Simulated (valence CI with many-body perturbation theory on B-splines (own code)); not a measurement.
Results of a calculation; reference values are marked as such.
Nb XIX: input, log and results

Method: configuration interaction combined with many-body perturbation theory (CI+MBPT): five valence electrons over a frozen Dirac-Fock core [Ar], radial functions for each j: 6 s, 6 p, 5 d, 5 f, 1 g, with the one-electron correlation potential Σ1 (screened to all orders), the two-electron term Σ2, the three-electron term Σ3, Breit, model QED; selected single and double excitations, second order for the rest, scaled by the run's own slope (own B-spline code, finite nucleus).

Command, and the settings that its task file holds:

```sh
python run_cv.py task.json out
```

```
atom Nb  Z=41  mass_number=93  rms_radius_fm=4.3240
core [Ar]
valence 3d5
avg = 1
basis = S
breit = 1
cap = 10000
capref = 1200
cscale = 1
de = 0.0
dress = 0
eps = 2e-08
extrap = 1
h = 0.27
hh = 1
l2 = 3
lcore = 6
maxit = 2
n2 = 5
natural = 1
nlev = 21
nno = [3, 3, 3, 3, 1]
nroot = 26
nsp = [3, 3, 2, 2, 0]
pt2 = 1
qed = 1
rpa = 1
s1 = 1
s2 = 1
s3 = 1
screen = 1
tol = 2e-05
whole = 1
```

It took 51 s on 1 thread of Arm Neoverse N1, with other jobs on the host.

Log. The first blocks belong to the next ion, which gives the ionisation energy. Fields: 2J, parity (1 odd), roots, reference size, generating configurations, candidates as configurations/state functions, variational space P, stored matrix elements, Davidson steps; e2 is the range of second-order energies in hartree. The first line gives the box (bohr), its intervals, the orbitals and the steps of their self-consistent field. Window is the range of levels sought, series limit the energy at which the first omitted orbital would enter, core excitation an estimate of the first excitation out of the core, left out the lowest levels not solved, and shifts from estimates the range by which levels moved from their first estimate, all in cm⁻¹.

```
rmax 6.0 intervals 60 orbitals 40 references ['3d5', '3d4 4s', '3d4 4p'] scf 5 t 1.4
2J=0 par=0 roots 2 ref 17 generators 4 cand 471/970 P 484/987 nnz 0 it 0
2J=0 par=0 roots 2 ref 17 generators 8 cand 987/2187 P 1471/3174 nnz 1.3e+06 it 2
   second order: generators 16 cand 4324/10249 e2 -0.00002 -0.00001
2J=2 par=0 roots 2 ref 36 generators 3 cand 174/911 P 189/947 nnz 0 it 0
2J=2 par=0 roots 2 ref 36 generators 9 cand 876/4026 P 1065/4973 nnz 4.9e+06 it 2
   second order: generators 17 cand 4365/29563 e2 -0.00008 -0.00006
2J=4 par=0 roots 2 ref 51 generators 4 cand 121/899 P 137/950 nnz 0 it 0
2J=4 par=0 roots 2 ref 51 generators 7 cand 595/4041 P 732/4991 nnz 5.8e+06 it 2
   second order: generators 16 cand 4730/44033 e2 -0.00050 -0.00018
reference levels 556, estimated 32, window 174814 1/cm; series limit 4292521, core excitation 1033036
2J=5 par=0 roots 7 ref 81 generators 5 cand 44/754 P 227/3332 nnz 2.7e+06 it 2
2J=5 par=0 roots 7 ref 81 generators 5 cand 514/6462 P 741/9794 nnz 2.1e+07 it 2
   second order: generators 8 cand 4217/95022 e2 -0.00185 -0.00055
2J=7 par=0 roots 6 ref 72 generators 3 cand 66/988 P 234/3490 nnz 3e+06 it 2
2J=7 par=0 roots 6 ref 72 generators 3 cand 510/6466 P 744/9956 nnz 2.2e+07 it 2
   second order: generators 8 cand 7114/237788 e2 -0.00183 -0.00138
2J=11 par=0 roots 3 ref 35 generators 3 cand 69/856 P 296/3321 nnz 2.7e+06 it 2
2J=11 par=0 roots 3 ref 35 generators 3 cand 730/6595 P 1026/9916 nnz 2.2e+07 it 2
   second order: generators 6 cand 4776/165292 e2 -0.00022 -0.00015
2J=9 par=0 roots 4 ref 56 generators 3 cand 47/770 P 224/3172 nnz 2.5e+06 it 2
2J=9 par=0 roots 4 ref 56 generators 3 cand 585/6653 P 809/9825 nnz 2.1e+07 it 2
   second order: generators 6 cand 5765/206086 e2 -0.00121 -0.00091
2J=3 par=0 roots 5 ref 67 generators 3 cand 48/813 P 257/3181 nnz 2.4e+06 it 2
2J=3 par=0 roots 5 ref 67 generators 3 cand 721/6708 P 978/9889 nnz 2e+07 it 2
   second order: generators 6 cand 3961/75329 e2 -0.00065 -0.00047
2J=1 par=0 roots 3 ref 39 generators 3 cand 154/972 P 545/3498 nnz 2.7e+06 it 2
2J=1 par=0 roots 3 ref 39 generators 3 cand 948/4826 P 1493/8324 nnz 1.3e+07 it 2
   second order: generators 9 cand 6890/98039 e2 -0.00009 -0.00005
2J=13 par=0 roots 1 ref 18 generators 1 cand 90/872 P 372/3420 nnz 2.9e+06 it 2
2J=13 par=0 roots 1 ref 18 generators 1 cand 785/5117 P 1157/8537 nnz 1.6e+07 it 2
   second order: generators 3 cand 3450/79331 e2 -0.00004 -0.00004
left out: unestimated 256529, estimated 198465, shifts from estimates -538 to 120
operators 2.0
```

The Davidson iterations stopped at their limit. The settings are bad on purpose, so the numbers may not be properties of the ion.

No measured levels were compared; by estimate terms of the open shell hold to 2 to 4 % of their energy, and close levels can change places. Among the levels kept, up to 410 cm⁻¹ of a level comes from second order outside the variational space, and about a tenth of that is noise between levels of different J, which matters for small intervals. Only levels of the ground parity were solved; by the run's estimate the other parity begins above the list, which can be wrong where configurations are misplaced.

* Valence energy: -161.4262 hartree
* Ionisation energy: 757.46 eV (NIST: 758 ± 3 eV (theoretical))
* Reference configurations for the orbitals: 3d5, 3d4 4s, 3d4 4p
* Radial orbitals: 40
* Box radius: 6.032 bohr
* Largest variational space: 9956
* Lowest levels: 3d5 6S_5/2 0.0, 3d5 4G_5/2 [a] 85254, 3d5 4G_7/2 93924, 3d5 4G_11/2 94364, 3d5 4G_9/2 97065, 3d5 4G_5/2 [b] 97149, 3d5 4P_3/2 99028, 3d5 4P_1/2 105790, 3d5 4D_7/2 115760, 3d5 4D_5/2 124460, 3d5 4D_1/2 125610, 3d5 4D_3/2 129170, 3d5 2I_11/2 134940, 3d5 2I_13/2 142120 cm⁻¹

Names give the largest LS component (configuration and term), which can be under half, so a name can repeat, a term be missing and a line seem to break the LS rules; names also repeat where a configuration has a term twice. Letters in brackets count levels of one name in rising energy.
